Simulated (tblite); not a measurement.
Species: C5H11OSi (doublet state).
Numbering: `[OH:1][CH2:2][C@@H:3]1[CH2:4][CH:5][CH2:6][SiH2:7]1` (hydrogens: H8 on O1; H9, H10 on C2; H11 on C3; H12, H13 on C4; H14 on C5; H15, H16 on C6; H17, H18 on Si7)

Structure optimised with GFN2-xTB, isolated species. This method treats the open shell by occupation alone, without spin polarisation.

(1) Give the optimised bond lengths and angles.

Results:

(1) 
```json
{"bond": "O1–C2", "length (Å)": "1.409", "order": "single"}
{"bond": "C2–C3", "length (Å)": "1.524", "order": "single"}
{"bond": "C3–C4", "length (Å)": "1.556", "order": "single"}
{"bond": "C4–C5", "length (Å)": "1.479", "order": "single"}
{"bond": "C5–C6", "length (Å)": "1.470", "order": "single"}
{"bond": "C6–Si7", "length (Å)": "1.931", "order": "single"}
{"bond": "C3–Si7", "length (Å)": "1.916", "order": "single"}
{"bond": "O1–H8", "length (Å)": "0.964", "order": "single"}
{"bond": "C2–H9", "length (Å)": "1.093", "order": "single"}
{"bond": "C2–H10", "length (Å)": "1.102", "order": "single"}
{"bond": "C3–H11", "length (Å)": "1.097", "order": "single"}
{"bond": "C4–H12", "length (Å)": "1.097", "order": "single"}
{"bond": "C4–H13", "length (Å)": "1.090", "order": "single"}
{"bond": "C5–H14", "length (Å)": "1.076", "order": "single"}
{"bond": "C6–H15", "length (Å)": "1.094", "order": "single"}
{"bond": "C6–H16", "length (Å)": "1.087", "order": "single"}
{"bond": "Si7–H17", "length (Å)": "1.464", "order": "single"}
{"bond": "Si7–H18", "length (Å)": "1.464", "order": "single"}
```

Orders are formal, as drawn. A selection of angles:
```json
{"angle": "C2–O1–H8", "degrees": "108.5"}
{"angle": "O1–C2–C3", "degrees": "113.5"}
{"angle": "O1–C2–H9", "degrees": "105.0"}
{"angle": "O1–C2–H10", "degrees": "110.1"}
{"angle": "C3–C2–H9", "degrees": "110.6"}
{"angle": "C3–C2–H10", "degrees": "109.3"}
{"angle": "H9–C2–H10", "degrees": "108.1"}
{"angle": "C2–C3–C4", "degrees": "112.4"}
{"angle": "C2–C3–Si7", "degrees": "115.3"}
{"angle": "C2–C3–H11", "degrees": "107.5"}
{"angle": "C4–C3–Si7", "degrees": "104.6"}
{"angle": "C4–C3–H11", "degrees": "107.6"}
{"angle": "Si7–C3–H11", "degrees": "109.1"}
{"angle": "C3–C4–C5", "degrees": "107.7"}
{"angle": "C3–C4–H12", "degrees": "107.1"}
{"angle": "C3–C4–H13", "degrees": "111.7"}
{"angle": "C5–C4–H12", "degrees": "110.4"}
{"angle": "C5–C4–H13", "degrees": "112.4"}
{"angle": "H12–C4–H13", "degrees": "107.5"}
{"angle": "C4–C5–C6", "degrees": "114.0"}
{"angle": "C4–C5–H14", "degrees": "120.9"}
{"angle": "C6–C5–H14", "degrees": "121.1"}
{"angle": "C5–C6–Si7", "degrees": "102.1"}
{"angle": "C5–C6–H15", "degrees": "111.3"}
{"angle": "C5–C6–H16", "degrees": "112.9"}
{"angle": "Si7–C6–H15", "degrees": "107.3"}
{"angle": "Si7–C6–H16", "degrees": "115.5"}
{"angle": "H15–C6–H16", "degrees": "107.6"}
{"angle": "C6–Si7–H17", "degrees": "112.4"}
{"angle": "C6–Si7–H18", "degrees": "113.7"}
{"angle": "C3–Si7–C6", "degrees": "93.6"}
{"angle": "C3–Si7–H17", "degrees": "112.3"}
{"angle": "C3–Si7–H18", "degrees": "113.0"}
{"angle": "H17–Si7–H18", "degrees": "110.9"}
```

Torsions: O1–C2–C3–C4 -58° (synclinal); C2–C3–C4–C5 -156° (antiperiplanar); C3–C4–C5–C6 48° (synclinal); C4–C5–C6–Si7 -40° (synclinal); C5–C6–Si7–C3 16° (synperiplanar); C2–C3–Si7–C6 131° (anticlinal); H8–O1–C2–C3 -54° (synclinal).

Si7 (silicon bonded to 2 C and 2 H) has angles from 93.6° to 113.7°. O1 (oxygen bonded to C and H) is bent (angle 108.5°). C5 (carbon bonded to 2 C and H) has angles 121.1°, 120.9° and 114.0°, sum 355.9°, 0.15 Å off the plane of its three neighbours. The 5-membered ring C3–C4–C5–C6–Si7 has internal angles of 93.6° to 114.0° (sum 522°, against 540° for a flat polygon); it is puckered, 0.17 Å rms from its mean plane, widest ring torsion 48°. The 4 C–C bonds span 1.470 Å (C5–C6, drawn single) to 1.556 Å (C3–C4, drawn single), a spread of 0.086 Å. Of the pairs four or more bonds apart, H8···H11 is among the closest relative to their van der Waals radii: 2.41 Å, 100 % of the sum of Bondi's values.

Point group: C1 (no symmetry element, even within 0.4 Å). Its GFN2-xTB frequencies are all real (lowest 56 cm⁻¹). Torsions: H–O1–C2–C3 -54°, O1–C2–C3–C4 -58°, C2–C3–C4–C5 -156°, C3–C4–C5–C6 48°, C4–C5–C6–Si7 -40°, C5–C6–Si7–C3 16°.

One conformer stands for the species.

The numbers are calculated, not measured.
